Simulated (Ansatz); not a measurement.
Si3Au2⁻. Total charge -1; doublet. Geometry r2SCAN-D4/def2-SVPD, basis def2-TZVPD, Ansatz.

Cartesian coordinates in Å:
```
Au 0.7697 -0.3354 2.4550
Au -1.5506 -0.7669 0.4808
Si -1.1618 0.6301 -1.4358
Si 1.0886 0.9714 -1.6095
Si 0.8542 -0.4992 0.1095
```

```
run  HOMO (eV)  LUMO (eV)
  A      -0.61       0.58
  B      -0.95       0.94
  C      -0.34       0.20
  D      -0.57       0.41
```

In the def2 sets Au takes a core potential; there is no spin–orbit coupling. HSE06 is defined as in plane-wave codes, on full-range PBE exchange. Another isomer (doublet) lies 0.08 eV lower at PBE0-D4/def2-TZVPD; other spin states weren't run for this one.

HOMO and LUMO are taken over both spins.

Q: The runs used HSE06, PBE, PBE0, r2SCAN. Estimate which is which.

A: A HSE06 (range-separated); B PBE0 (25 % exact exchange); C PBE (0 % exact exchange); D r2SCAN (0 % exact exchange). Exact exchange lowers occupied and raises empty levels; among semilocal functionals meta-GGAs tend to open the gap a little, and such runs are hard to tell apart. The gap grows from 0.54 eV (PBE) to 1.89 eV (PBE0).
